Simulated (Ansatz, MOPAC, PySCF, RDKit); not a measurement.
Pair of molecules: CH4 (SMILES C) (first 5 atoms) with C3H8 (SMILES CCC); geometry from B3LYP-D3(BJ)/def2-TZVP, rigid monomers moved along the line of their centres of mass till C1···H12 is 2.90 Å.
(charge 0, multiplicity 1):
```csv
atom,x (Å),y (Å),z (Å)
C,0.0176,0.1592,0.1747
H,0.1125,0.2671,-0.9049
H,-0.8960,-0.3864,0.4061
H,0.8746,-0.3891,0.5626
H,-0.0223,1.1443,0.6370
C,0.4203,-1.2755,3.5097
C,0.4896,0.2434,3.6415
C,-0.8883,0.8997,3.6301
H,1.4151,-1.7253,3.5164
H,-0.1498,-1.7146,4.3323
H,-0.0705,-1.5651,2.5776
H,1.0935,0.6519,2.8264
H,1.0105,0.5055,4.5673
H,-0.8172,1.9852,3.7229
H,-1.4191,0.6783,2.7013
H,-1.5034,0.5341,4.4563
```

Monomers are frozen at their geometry in the pair; levels with a basis set take the counterpoise correction. RDKit's UFF carries no charges.

The state that PM6 reach isn't checked.

Codes used: Ansatz (Gaussian orbitals); MOPAC for PM6 (differences of heats of formation); PySCF for the dispersion terms; RDKit for the force fields. 

Task: One of these levels gives 0.78 kcal/mol for the interaction energy. Which?
(A) PM6
(B) r2SCAN-D4/def2-TZVPPD
(C) UFF
(D) PBE/def2-TZVPPD

Result: D, PBE/def2-TZVPPD. The others give -1.06 (UFF), -0.05 (PM6), -0.50 (r2SCAN-D4/def2-TZVPPD)

Ansatz is an electronic-structure program.
